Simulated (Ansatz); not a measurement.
Which level was it?

CH5BFN has 9 atoms, charge 0, and is taken as a singlet. As SMILES, `CB(N)F`. Geometry: relaxed at PBE0-D4/def2-TZVP.

| atom | x (Å) | y (Å) | z (Å) |
| --- | --- | --- | --- |
| C | -0.4284 | 0.9647 | -0.5390 |
| B | 0.0982 | -0.4823 | -0.2514 |
| N | 0.5462 | -0.9281 | 0.9938 |
| F | 0.1285 | -1.3709 | -1.2638 |
| H | 0.1766 | 1.4384 | -1.3181 |
| H | -0.4240 | 1.6163 | 0.3366 |
| H | -1.4504 | 0.9243 | -0.9280 |
| H | 0.8787 | -1.8652 | 1.1437 |
| H | 0.5631 | -0.3435 | 1.8090 |

A calculation with Ansatz 0.2.0 gave:

| Property | Result |
| --- | --- |
| total energy | -220.4437 Eh |
| HOMO energy | -7.99 eV |
| LUMO energy | 1.87 eV |
| HOMO–LUMO gap | 9.86 eV |

Task: Which of these levels gave the numbers?
A. HF/cc-pVDZ
B. PBE0/cc-pVDZ
C. BLYP/cc-pVDZ
D. HSE06/cc-pVDZ

Result: B. The others give -219.4882 Eh (HF/cc-pVDZ), -220.4327 Eh (HSE06/cc-pVDZ), -220.6091 Eh (BLYP/cc-pVDZ).
